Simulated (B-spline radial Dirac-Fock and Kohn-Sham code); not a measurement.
# Binding energies of Yb⁶⁹⁺

System: the Yb⁶⁹⁺ ion in the configuration 1s1; nuclear rms radius 5.3108 fm (A = 174).

Method: Dirac-Fock (average of configuration) total-energy differences with a finite nucleus, the Breit interaction including its frequency dependence, and self-energy and vacuum-polarisation corrections. Computed with a radial B-spline solver. The model has no electron correlation. Energies are counted from the vacuum level.

All terms are in eV, carry their sign (relaxation lowers the binding energy) and add up to the binding energy; ⟨r⟩ is the mean radius of the orbital in the initial state.

| subshell | −ε (Koopmans) | relaxation | Gaunt | retardation | QED | binding energy | ⟨r⟩ (bohr) |
| --- | --- | --- | --- | --- | --- | --- | --- |
| K | 71678.3 | 0.00 | 0.00 | 0.00 | -103.82 | 71574.5 | 0.019 |

For the deepest level, K (1s), the Breit terms make up 0.000 % of the binding energy, QED -0.145 % and orbital relaxation 0.000 %.

Going to the tabulated ground configuration of the next ion removes an electron from K (1s), computed at 71574.5 eV. NIST lists 71574.63 ± 0.1 eV as the ionisation energy of this species (theoretical), +0.16 eV from the computed value.
